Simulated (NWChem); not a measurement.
System meant: SiH3SeF; SMILES [Se](F)[SiH3]

Input file for NWChem:

```
start job
memory heap 200 mb stack 900 mb global 1100 mb
geometry units angstroms noautosym nocenter noautoz
  Se    -0.431416     0.592552     0.000000
  F      1.255222     1.216763     0.000000
  Si     0.193430    -1.628706     0.000000
  H      0.984034    -1.957243     1.211506
  H      0.984034    -1.957243    -1.211506
  H     -1.100658    -2.362821     0.000000
end
basis spherical
  Se library def2-svp
  F library def2-svp
  Si library def2-svp
  H library def2-svp
end
dft
  xc m06-l
  iterations 150
end
property
  shielding 5 1 2 3 4 6
end
task dft property
```

End of the output:

```
 Vector   33  Occ=0.000000D+00  E= 2.889597D-02
              MO Center=  4.8D-02, -1.5D+00, -2.6D-09, r^2= 3.8D+00
   Bfn.  Coefficient  Atom+Function         Bfn.  Coefficient  Atom+Function
  ----- ------------  ---------------      ----- ------------  ---------------
    59      1.431239  3 Si pz                66     -1.001269  4 H  s
    71      1.001269  5 H  s                 17     -0.319269  1 Se pz
    56      0.249248  3 Si pz                63      0.182803  3 Si d  1
    65     -0.182532  4 H  s                 70      0.182532  5 H  s
    53     -0.137496  3 Si pz                14     -0.133220  1 Se pz

 center of mass
 --------------
 x =  -0.05736782 y =   0.26366353 z =   0.00000000

 moments of inertia (a.u.)
 ------------------
         513.690095568579           2.453072055626           0.000000000000
           2.453072055626         184.555965919484           0.000000000000
           0.000000000000           0.000000000000         677.116332404495

     Multipole analysis of the density
     ---------------------------------

     L   x y z        total         alpha         beta         nuclear
     -   - - -        -----         -----         ----         -------
     0   0 0 0     -0.000000    -30.000000    -30.000000     60.000000

     1   1 0 0     -0.522478     -0.454259     -0.454259      0.386041
     1   0 1 0     -0.709123     -2.261715     -2.261715      3.814306
     1   0 0 1      0.000000      0.000000      0.000000      0.000000

     2   2 0 0    -28.514662    -57.431889    -57.431889     86.349116
     2   1 1 0     -1.236815      0.466780      0.466780     -2.170374
     2   1 0 1     -0.000000     -0.000000     -0.000000      0.000000
     2   0 2 0    -27.364822   -148.748466   -148.748466    270.132110
     2   0 1 1      0.000000      0.000000      0.000000      0.000000
     2   0 0 2    -29.164336    -19.823586    -19.823586     10.482836

          -----------------------------------------
          Chemical Shielding Tensors (GIAO, in ppm)
          -----------------------------------------

 ------------------------------------------------------------------------
  xm06: d2 not coded                    0
 ------------------------------------------------------------------------
 ------------------------------------------------------------------------
  current input line :
    24: task dft property
 ------------------------------------------------------------------------
 ------------------------------------------------------------------------
 This error has not yet been assigned to a category
 ------------------------------------------------------------------------
 For more information see the NWChem manual at https://nwchemgit.github.io

0: xm06: d2 not coded:Received an Error in Communication
```

Q: Find the fault in this run and fix the input.

A: The program stopped with an error. Cause: this functional's second derivatives, which shieldings need, aren't coded here; the fix takes a hybrid GGA instead. This input runs:
```
start job
memory heap 200 mb stack 900 mb global 1100 mb
geometry units angstroms noautosym nocenter noautoz
  Se    -0.431416     0.592552     0.000000
  F      1.255222     1.216763     0.000000
  Si     0.193430    -1.628706     0.000000
  H      0.984034    -1.957243     1.211506
  H      0.984034    -1.957243    -1.211506
  H     -1.100658    -2.362821     0.000000
end
basis spherical
  * library def2-svp
end
dft
  xc pbe0
  iterations 150
end
property
  shielding 5 1 2 3 4 6
end
task dft property
```
It converges to -2791.70239 Ha (PBE0/def2-SVP, GIAO).
